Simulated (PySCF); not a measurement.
Excitations are Tamm–Dancoff values on a coarser integration grid. The basis has no diffuse functions, so Rydberg states are missing or too high.

## H₉AlSi₃, SMILES `[Al]([SiH3])([SiH3])[SiH3]` (charge 0, multiplicity 1)

Computed with PBE0-D4/def2-TZVP run with PySCF 2.14.0.

The HOMO is -7.31 eV. The dipole moment comes out as 0.12 D and the LUMO is -2.64 eV. The HOMO–LUMO gap comes out as 4.67 eV, the S1 excitation (TDA) is 3.41 eV and the S1 oscillator strength comes out as 0.000. The T1 excitation (TDA) comes out as 2.82 eV. The S1–T1 gap (TDA) comes out as 0.60 eV. The total energy comes out as -30363.67 eV and the cost is very roughly 2.1 core-minutes.

Bond lengths (Å): Si1–Al2 2.457, Si1–H5 1.491, Si1–H6 1.494, Si1–H7 1.490, Al2–Si3 2.459, Al2–Si4 2.459, Si3–H8 1.491, Si3–H9 1.491, Si3–H10 1.494, Si4–H11 1.492, Si4–H12 1.493, Si4–H13 1.490. Angles (°): Al2–Si1–H5 112.8, Al2–Si1–H6 108.6, Al2–Si1–H7 112.9, H5–Si1–H6 107.2, H5–Si1–H7 108.0, H6–Si1–H7 107.2, Si1–Al2–Si3 120.9, Si1–Al2–Si4 121.3, Si3–Al2–Si4 117.9, Al2–Si3–H8 111.9, Al2–Si3–H9 113.5, Al2–Si3–H10 109.0, H8–Si3–H9 107.8, H8–Si3–H10 107.0, H9–Si3–H10 107.3, Al2–Si4–H11 110.7, Al2–Si4–H12 109.8, Al2–Si4–H13 113.9, H11–Si4–H12 107.0, H11–Si4–H13 107.6, H12–Si4–H13 107.5.
